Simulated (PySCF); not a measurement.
Compound: C5H15BO.
SMILES: `CC([BH2-][O+](C)C)C`

The closed-shell SCF was solved with PySCF and density fitting under several settings on one GFN2-xTB geometry (grid level 2 and gas phase unless stated).

```
                                      settings  basis functions  SCF cycles     E (Eh)  HOMO (eV)  LUMO (eV)  dipole (D)
      PBE0/pcSseg-1, energy threshold 1e-07 Eh              194           8  -299.1967      -7.19       0.99        4.77
OLYP/3-21G, fitting basis def2-universal-jkfit               93          10  -297.8229      -5.37       1.19        4.88
```

Problem. Estimate the row for these settings: revPBE/6-31G*.

Solution. 
```tsv
settings	basis functions	SCF cycles	E (Eh)	HOMO (eV)	LUMO (eV)	dipole (D)
revPBE/6-31G*	128	14	-299.4841	-5.51	0.85	4.58
```

Problem. Over all rows, what range does the HOMO–LUMO gap span?

Solution. From 6.36 eV (revPBE/6-31G*) to 8.18 eV (PBE0/pcSseg-1, energy threshold 1e-07 Eh). The functional of the narrowest has no exact exchange, that of the widest 25 % exact exchange.

Problem. And the dipole moment?

Solution. From 4.58 D (revPBE/6-31G*) to 4.88 D (OLYP/3-21G, fitting basis def2-universal-jkfit); the largest is 1.07 times the smallest, and the median is 4.77 D.

Whole jobs, the steps after the SCF included, on one thread of an Arm Neoverse N1 (shared host):

| settings | work after the SCF | wall time | peak memory |
| --- | --- | --- | --- |
| PBE0/pcSseg-1, energy threshold 1e-07 Eh | 12 singlets by TDA, 2 Tamm–Dancoff triplets, polarisability | 50 s | 0.84 GiB |
| OLYP/3-21G, fitting basis def2-universal-jkfit | shieldings, charges and field gradients | 22 s | 0.55 GiB |
| revPBE/6-31G* | shieldings | 40 s | 0.67 GiB |

Cycle counts include a coarse-grid stage where the run had one. All basis functions are spherical, in the Pople sets too.

The values belong to the conformer `[CH3:1][CH:2]([CH3:3])[BH2-:4][O+:5]([CH3:6])[CH3:7]`: C1–C2–B4–O5 175°, C2–B4–O5–C6 -166°.
